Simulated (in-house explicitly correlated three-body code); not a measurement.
Computed with an exponentially correlated three-body code. Model: two electrons around a point charge, non-relativistic, variational in 260 exponentially correlated functions (energies converged to about 1e-7 hartree, or 1e-8 relative for large Z).

Command:
```bash
python run_hyl.py task.json out
```
Settings (lengths in bohr, energies in hartree):
```
Z                      12
screening              0.06
interaction_strength   1
functions              260
states_tried           13
```

Cost of the run: 46 s on 1 thread of Intel(R) Xeon(R) Platinum 8488C (Sapphire Rapids), on a shared host.

**Those bound S and P states to n = 4 that converged, binding against the one-electron ion.**

Given: nuclear charge 12; Yukawa screening of all interactions 0.06 1/bohr.

Computed: one-electron threshold -71.2826911 hartree.

| term | energy (hartree) | binding (eV) |
| --- | --- | --- |
| 1 1S | -135.282164 | 1741.5 |
| 2 3S | -86.4256084 | 412.06 |
| 2 3P | -85.9971065 | 400.4 |
| 2 1S | -85.9650349 | 399.53 |
| 2 1P | -85.6680213 | 391.44 |
| 3 3S | ? | ? |
| 3 3P | -77.4350142 | 167.41 |
| 3 1S | -77.4322719 | 167.34 |
| 3 1P | -77.3451399 | 164.97 |
| 4 3S | ? | ? |
| 4 1S | -74.472199 | 86.791 |
| 4 3P | -74.4716798 | 86.777 |
| 4 1P | -74.4350605 | 85.78 |

Problem. What belongs in the row 3 3S?

Solution. energy (hartree): -77.5536057; binding (eV): 170.64.

Problem. What belongs in the row 4 3S?

Solution. energy (hartree): -74.5210336; binding (eV): 88.12.

**Converged states only, values per electron or pair (inverse distances are <exp(-kr)/r>).**

| term | mean r (bohr) | mean r squared (bohr²) | mean inverse r (1/bohr) | mean r12 (bohr) | mean inverse r12 (1/bohr) | mean cosine | mean p1 dot p2 (bohr⁻²) | delta r1 (bohr⁻³) | delta r12 (bohr⁻³) |
| --- | --- | --- | --- | --- | --- | --- | --- | --- | --- |
| 1 1S | 0.12905 | 0.022297 | 11.628 | 0.1897 | 7.127 | -0.011078 | 1.4832 | 520.09 | 58.306 |
| 2 3S | 0.32475 | 0.17071 | 7.346 | 0.54557 | 2.0995 | -0.0037728 | 0.11474 | 304.64 | - |
| 2 3P | 0.28575 | 0.13014 | 7.3271 | 0.47637 | 2.4985 | -0.073727 | -9.5414 | 273.28 | - |
| 2 1S | 0.33166 | 0.17945 | 7.3241 | 0.55292 | 2.4954 | -0.0059867 | 0.13136 | 303.29 | 10.456 |
| 2 1P | 0.29127 | 0.13602 | 7.3102 | 0.46787 | 2.751 | 0.056992 | 9.2753 | 275.42 | 2.9627 |
| 3 3S | ? | ? | ? | ? | ? | ? | ? | ? | - |
| 3 3P | 0.6255 | 0.74081 | 6.5545 | 1.1368 | 1.1072 | -0.017483 | -2.1996 | 274.58 | - |
| 3 1S | 0.67113 | 0.8521 | 6.5541 | 1.2246 | 1.1048 | -0.0019126 | 0.041796 | 283.3 | 3.0289 |
| 3 1P | ? | ? | ? | ? | ? | ? | ? | ? | ? |
| 4 3S | 1.1366 | 2.6055 | 6.2875 | 2.153 | 0.56159 | -0.00055171 | 0.01413 | 278.57 | - |
| 4 1S | 1.1501 | 2.6719 | 6.2851 | 2.1794 | 0.60361 | -0.00081976 | 0.017937 | 278.47 | 1.2571 |
| 4 3P | 1.1045 | 2.4731 | 6.2852 | 2.0896 | 0.60486 | -0.006821 | -0.84936 | 274.84 | - |
| 4 1P | 1.1149 | 2.5229 | 6.2834 | 2.1089 | 0.63431 | 0.005244 | 0.88983 | 275.02 | 0.40644 |

Problem. What belongs in the row 3 3S?

Solution. mean r (bohr): 0.66106; mean r squared (bohr²): 0.824; mean inverse r (1/bohr): 6.5599; mean r12 (bohr): 1.206; mean inverse r12 (1/bohr): 1.0001; mean cosine: -0.0012717; mean p1 dot p2 (bohr⁻²): 0.033845; delta r1 (bohr⁻³): 283.59.

Problem. What belongs in the row 3 1P?

Solution. mean r (bohr): 0.63333; mean r squared (bohr²): 0.76132; mean inverse r (1/bohr): 6.55; mean r12 (bohr): 1.1482; mean inverse r12 (1/bohr): 1.1788; mean cosine: 0.013497; mean p1 dot p2 (bohr⁻²): 2.2641; delta r1 (bohr⁻³): 275.06; delta r12 (bohr⁻³): 0.94856.

**Electric-dipole lines between converged S and P states, rate of the upper state's decay.**

| s state | p state | p minus s (eV) | oscillator strength from s | rate (1/s) |
| --- | --- | --- | --- | --- |
| 1 1S | 2 1P | 1350.1 | 0.7409 | 1.9533e+13 |
| 1 1S | 3 1P | 1576.5 | 0.15059 | 5.4137e+12 |
| 1 1S | 4 1P | 1655.7 | 0.055923 | 2.2175e+12 |
| 2 1S | 2 1P | 8.0822 | 0.044339 | 4.1892e+07 |
| 2 1S | 3 1P | 234.56 | 0.39363 | 3.1324e+11 |
| 2 1S | 4 1P | 313.75 | 0.09621 | 1.3698e+11 |
| 3 1S | 2 1P | -224.11 | -0.051085 | 1.1133e+11 |
| 3 1S | 3 1P | ? | ? | ? |
| 3 1S | 4 1P | 81.558 | 0.42997 | 4.1368e+10 |
| 4 1S | 2 1P | ? | ? | ? |
| 4 1S | 3 1P | -78.177 | -0.11671 | 3.095e+10 |
| 4 1S | 4 1P | 1.0106 | 0.11169 | 1.6498e+06 |
| 2 3S | 2 3P | 11.66 | 0.061185 | 1.2032e+08 |
| 2 3S | 3 3P | 244.65 | 0.37649 | 3.2593e+11 |
| 2 3S | 4 3P | 325.28 | 0.093382 | 1.4291e+11 |
| 3 3S | 2 3P | -229.76 | -0.052332 | 1.1987e+11 |
| 3 3S | 3 3P | 3.227 | 0.10354 | 1.5596e+07 |
| 3 3S | 4 3P | 83.863 | 0.41151 | 4.1861e+10 |
| 4 3S | 2 3P | -312.28 | -0.011219 | 4.7472e+10 |
| 4 3S | 3 3P | -79.293 | -0.12148 | 3.3144e+10 |
| 4 3S | 4 3P | 1.343 | 0.14539 | 3.7927e+06 |

Problem. What belongs in the row 3 1S 3 1P?

Solution. p minus s (eV): 2.371; oscillator strength from s: 0.078218; rate (1/s): 6.3599e+06.

Problem. What belongs in the row 4 1S 2 1P?

Solution. p minus s (eV): -304.65; oscillator strength from s: -0.011151; rate (1/s): 4.4909e+10.

**Static dipole response.**

```
state  polarisability (bohr³)
 1 1S              0.00049116
 2 1S                 0.51004
 2 3S                 0.33987
```
